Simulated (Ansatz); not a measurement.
`CN(C)c1ccc(-c2ccc(-c3ccc(C#N)s3)s2)s1`, relaxed as a singlet with RKS r2SCAN-D4/def2-SVP in Ansatz, starting from the GFN2-xTB geometry. Force threshold 0.03 eV/Å.

Start:

```xyz
32

C    -0.545    4.142    2.740
N     0.793    3.610    2.809
C     1.824    4.493    3.302
C     1.150    2.594    1.976
C     2.413    2.130    1.680
C     2.406    1.006    0.846
C     1.151    0.586    0.476
C     0.789   -0.506   -0.354
C     1.622   -1.343   -1.070
C     0.938   -2.319   -1.794
C    -0.429   -2.259   -1.648
C    -1.420   -3.096   -2.225
C    -2.781   -3.081   -1.997
C    -3.475   -4.052   -2.720
C    -2.654   -4.821   -3.513
C    -3.030   -5.873   -4.344
N    -3.347   -6.743   -5.024
S    -0.987   -4.337   -3.365
S    -0.877   -0.948   -0.585
S    -0.065    1.625    1.189
H    -1.255    3.321    2.642
H    -0.762    4.684    3.660
H    -0.676    4.821    1.889
H     2.261    5.110    2.509
H     1.392    5.149    4.056
H     2.615    3.907    3.769
H     3.318    2.580    2.044
H     3.302    0.508    0.523
H     2.691   -1.244   -1.069
H     1.420   -3.058   -2.411
H    -3.243   -2.385   -1.320
H    -4.539   -4.202   -2.668
```

| step | energy (eV) | largest force component (eV/Å) | SCF passes |
| --- | --- | --- | --- |
| 1 | -51199.1162 | 2.437 | 28 |
| 2 | -51199.2592 | 0.311 | 22 |
| 3 | -51199.2686 | 0.089 | 22 |
| 4 | -51199.2702 | 0.059 | 22 |
| 5 | -51199.2716 | 0.093 | 22 |
| 6 | -51199.2726 | 0.082 | 22 |
| 7 | -51199.2730 | 0.049 | 22 |
| 8 | -51199.2732 | 0.035 | 23 |
| 9 | -51199.2733 | 0.006 | 23 |

Force components are those of the run's own axes.

End:

```xyz
32

C    -0.565    4.146    2.770
N     0.795    3.653    2.816
C     1.842    4.524    3.304
C     1.162    2.613    2.009
C     2.445    2.154    1.711
C     2.435    1.018    0.873
C     1.169    0.593    0.496
C     0.806   -0.508   -0.349
C     1.644   -1.338   -1.094
C     0.954   -2.329   -1.815
C    -0.427   -2.287   -1.648
C    -1.441   -3.123   -2.225
C    -2.822   -3.085   -2.025
C    -3.522   -4.061   -2.757
C    -2.689   -4.862   -3.529
C    -3.046   -5.929   -4.376
N    -3.339   -6.815   -5.081
S    -1.017   -4.392   -3.340
S    -0.858   -0.988   -0.559
S    -0.051    1.642    1.202
H    -1.273    3.308    2.875
H    -0.731    4.832    3.611
H    -0.800    4.677    1.826
H     2.329    5.102    2.493
H     1.415    5.228    4.030
H     2.619    3.935    3.817
H     3.354    2.622    2.087
H     3.343    0.507    0.547
H     2.728   -1.214   -1.117
H     1.445   -3.067   -2.455
H    -3.299   -2.363   -1.359
H    -4.605   -4.195   -2.737
```

By distances, no bond broke or formed. The bond that changes most is C16–N17, from 1.15 to 1.17 Å (atoms count from 1).

No frequencies were taken in this run, so the end may be a saddle point.

It took 42 s on 2 threads of AMD EPYC 7R13 on a shared host and a share (18 GiB) of an NVIDIA H100 80GB HBM3, peak host memory 1 GiB.
